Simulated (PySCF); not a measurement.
Heteronuclear NMR

Geometry (Å), atoms numbered from 1 in this order:
```xyz
18

C    -2.6787    0.3911    0.8241
Si   -1.7224    0.0850   -0.7843
C     0.1178   -0.1370   -0.3728
C     1.0678    0.7574   -0.6417
Si    2.8983    0.6403   -0.1949
C     0.4799   -1.3979    0.3468
F     1.0736   -1.1517    1.5483
F    -0.6186   -2.1445    0.6358
H    -2.2936    1.2581    1.3550
H    -3.7308    0.5664    0.6207
H    -2.6075   -0.4642    1.4897
H    -2.1976   -1.1166   -1.4757
H    -1.7960    1.2506   -1.6736
H     0.7492    1.6562   -1.1551
H     3.0905    0.9883    1.2105
H     3.6090    1.5848   -1.0599
H     3.3840   -0.7179   -0.4580
H     1.1664   -2.0423   -0.2268
```

Theoretical values (PySCF 2.14): shielding tensors at PBE0/pcSseg-1 (GIAO), geometry: GFN2-xTB. Averaged over atoms made equivalent by symmetry, fast rotation or ring inversion, non-relativistic, gas phase, a single conformation.

Problem. Where does 19F resonate?

Solution. 
```json
{"atoms": "F7/F8", "environment": "fluorine of a CF2 group", "σ (ppm)": "302.3", "δ (ppm)": "-112.1"}
```

Shieldings were converted by a linear fit to measured shifts: 19F: δ = 146.13 − 0.903σ +14.6 on sp3 carbon (rms 6.0 ppm, 223 shifts, 7.0 ppm with the 5 outliers that the fit left out vs CFCl3, solution or neat liquid). A few per cent of atoms miss by over 2 rms, more outside the fitted compound classes.

On a 500 MHz spectrometer 19F resonates near 470.5 MHz, so 1 ppm is 470.5 Hz.

Problem. Where does 29Si resonate?

Solution. 
| atoms | environment | σ (ppm) | δ (ppm) |
| --- | --- | --- | --- |
| Si2 | silicon bonded to 2 C, 2 H | 388.8 | -39.6 |
| Si5 | silicon bonded to C, 3 H | 437.2 | -79.4 |

Shieldings were converted by a linear fit to measured shifts: 29Si: δ = 279.94 − 0.822σ (rms 8.9 ppm, 72 shifts, 25.8 ppm with the 6 outliers that the fit left out vs TMS, solution or neat liquid). A few per cent of atoms miss by over 2 rms, more outside the fitted compound classes.

On a 300 MHz spectrometer 29Si resonates near 59.6 MHz, so 1 ppm is 59.6 Hz.
